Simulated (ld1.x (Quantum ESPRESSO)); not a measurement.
**What the settings do to the TM potential of samarium**

Base potential:

Sm, norm-conserving Troullier–Martins (Kleinman–Bylander form), made with ld1.x (Quantum ESPRESSO) 7.5 (LDA (PZ), fully relativistic). Core [Kr] 4d10 4f5, reference 5s2 5p6 5d1 6s2 6p0. Waves: 5s (bound): rc 1.75 bohr; 5d (bound): rc 3.00 bohr; 5p (bound): rc 2.75 bohr. Local part: the p channel. Core correction: a·sin(br)/r model core inside 1.25 bohr.

Open shells are filled in proportion to 2j + 1 (rel_dist='average').

Occupied shells without a wave of their own: 6s. They enter only through the test configuration that unscreens the potential, and ld1.x also counts them in the model core charge.

Cutoffs, loose and tight: the cutoffs (Ry, on a coarse ladder) from which the occupation-weighted sum of valence levels, in a spherical-Bessel basis at the reference potential, stays within 10 and 1 mRy of its value at 400 Ry. They do not see the model core or the augmentation charge, which bear on the density cutoff. Test errors are all-electron minus pseudo excitation energies from the reference, over the configurations 5s2 5p6 5d1 6s1 6p0; 5s2 5p6 5d1 6s0 6p0; 5s2 5p6 5d0 6s0 6p0; 5s2 5p5 5d1 6s2 6p0; 5s2 5p6 5d0 6s2 6p0; 5s2 5p6 5d1 6s0 6p2; 5s2 5p6 5d1.5 6s1.5 6p0. A dash means not determined; rows that change the core or the reference have their own tests. The largest error is taken over the tests solved by every variant that gives reliable tests at all: 5s2 5p5 5d1 6s2 6p0; 5s2 5p6 5d0 6s0 6p0; 5s2 5p6 5d0 6s2 6p0; 5s2 5p6 5d1 6s0 6p0; 5s2 5p6 5d1 6s1 6p0; 5s2 5p6 5d1.5 6s1.5 6p0.

With those shells counted twice in exchange and correlation these files are broken, and their errors move erratically; no question is asked of them.

Cutoffs are not given where the Bessel-basis levels miss the radial ones by over 6 mRy, ghosts where they miss by over 20 mRy; a channel whose overlap is not positive is not tested.

```tsv
change	outcome	bound ghosts	largest test error (meV)
base	generated, misses its reference levels by 2.61 eV	not determined	-1197
core correction none	generated, misses its reference levels by 2.61 eV	not determined	-183
core correction a·sin(br)/r model core inside 0.78 bohr	generated, misses its reference levels by 2.61 eV	not determined	-1197
core correction a·sin(br)/r model core inside 1.08 bohr	generated, misses its reference levels by 2.61 eV	not determined	-1197
core correction a·sin(br)/r model core inside 1.34 bohr	generated, misses its reference levels by 2.61 eV	not determined	-1197
core correction a·sin(br)/r model core inside 1.50 bohr	generated, misses its reference levels by 2.61 eV	not determined	-1197
core correction a·sin(br)/r model core inside 1.88 bohr	generated, misses its reference levels by 2.61 eV	not determined	-1196
core correction a·sin(br)/r model core inside 2.08 bohr	generated, misses its reference levels by 2.61 eV	not determined	-1195
```
